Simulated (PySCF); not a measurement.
Input file for PySCF: R-B3LYP/6-311+G** on CH3FOSi (SMILES CO[Si]F), a point of a torsion scan.

```python
from pyscf import gto, scf, dft, mp
from pyscf.data.elements import chemcore

mol = gto.M(
    atom='''
    C    -0.77892127    0.01123262    0.15952100
    O     0.35843613    0.79878039    0.17751721
    Si    1.89302508    0.59316051   -0.31499545
    F     2.51428664    1.58532082    0.81847285
    H    -0.88551910   -0.51617664   -0.79371685
    H    -1.64802922    0.65438411    0.31057936
    H    -0.73880654   -0.72702814    0.96556404
    ''',
    basis='6-311+g**',
    charge=0, spin=0, verbose=3, max_memory=1800)
mf = dft.RKS(mol, xc='b3lyp')
mf.conv_tol = 1e-8
mf.max_cycle = 100
mf.kernel()
if not mf.converged:
    mf = mf.newton().run(mf.mo_coeff, mf.mo_occ)
```

The log:

```
converged SCF energy = -504.622028102264
```

The run converged.

Cost: very roughly 15 core-seconds.
